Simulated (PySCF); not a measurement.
Molecule (SMILES): [BH] (BH) (closed-shell singlet).
Geometry (B3LYP-D3(BJ)/def2-TZVP, fixed):
```xyz
2

B      0.0000     0.0000    -0.2055
H      0.0000     0.0000     1.0276
```

Basis-set convergence of the lowest singlet excitation energy at PBE with PySCF. Tamm-Dancoff approximation; the state is taken by its order, and sets in which it differs in degeneracy or brightness are left out, yet its character can still change. All functions are spherical. Density fitting with generated auxiliary sets. No added dispersion term, no relativity. Reference: the value in d-aug-cc-pVTZ, 2.853 eV, itself unsure by roughly 0.001 eV (its mean distance from aug-pcseg-3, aug-cc-pVQZ, aug-pcseg-2). Deviations are taken from unrounded values.

| basis | functions | lowest singlet excitation energy (eV) | minus reference (eV) |
|---|---|---|---|
| def2-SVP | 19 | 2.927 | 0.074 |
| def2-SVPD | 28 | 2.850 | -0.003 |
| aug-cc-pVDZ | 32 | 2.853 | 0.000 |
| aug-pcseg-1 | 32 | 2.882 | 0.030 |
| 6-311++G(2d,2p) | 37 | 2.864 | 0.011 |
| def2-TZVP | 37 | 2.877 | 0.024 |
| pcseg-2 | 44 | 2.890 | 0.037 |
| def2-TZVPD | 46 | 2.863 | 0.010 |
| def2-TZVPPD | 54 | 2.861 | 0.009 |
| aug-pcseg-2 | 69 | 2.851 | -0.001 |
| def2-QZVPP | 87 | 2.863 | 0.010 |
| pcseg-3 | 93 | 2.858 | 0.005 |
| pcseg-4 | 162 | 2.855 | 0.002 |

The smallest set listed that lies within 0.05 eV of the reference with all its larger relatives (same family, alike in diffuse functions; a set with none counts only in the reference's own line) is def2-SVPD (28 functions, -0.003 eV off). (Relatives not listed, tested too: def2-TZVPP 0.021, jun-cc-pV(T+d)Z 0.001, 6-311++G(3df,3pd) 0.000, aug-cc-pVTZ 0.001, def2-QZVP 0.010, def2-QZVPPD 0.006, aug-cc-pVQZ 0.001, aug-pcseg-3 0.001, aug-cc-pV5Z 0.001 eV.)
